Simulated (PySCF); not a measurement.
CH3Cl2OSb, SMILES [O]([Sb]([Cl])[Cl])C. Atoms are numbered in the order given.

```xyz
8

Sb    -0.6573    -0.2324     0.0000
Cl     0.8585    -0.7021     1.7718
Cl     0.8585    -0.7021    -1.7718
O     -0.4611     1.7159     0.0000
C      0.7814     2.3793     0.0000
H      1.3767     2.1293    -0.8951
H      1.3767     2.1293     0.8951
H      0.5821     3.4617     0.0000
```

Coordinates come from a PBE0-D3(BJ)/def2-SVP optimisation. The structure was generated by enumeration; whether it is a known compound was not checked. The def2 effective core potentials stand for the cores of Sb; spin–orbit coupling is left out. One conformer was computed; it need not be the lowest.

All values below come from r2SCAN/def2-TZVP (PySCF).

ESP charges are fitted to the potential on shells at 1.4 to 2.0 van der Waals radii. Atomic charges (e):

```csv
atom,Löwdin,ESP fit,Mulliken
Sb1,0.32,0.51,…
Cl2,-0.04,-0.19,-0.34
Cl3,-0.04,-0.19,-0.34
O4,-0.15,-0.23,…
C5,-0.40,-0.31,…
H6,0.10,0.13,0.12
H7,0.10,0.13,0.12
H8,0.11,0.15,0.12
```

Question: What belongs in the gaps? (An estimate is asked for; the answer gives what the named calculation found.)

Answer: 
- Sb1, Mulliken: 0.98
- O4, Mulliken: -0.50
- C5, Mulliken: -0.14
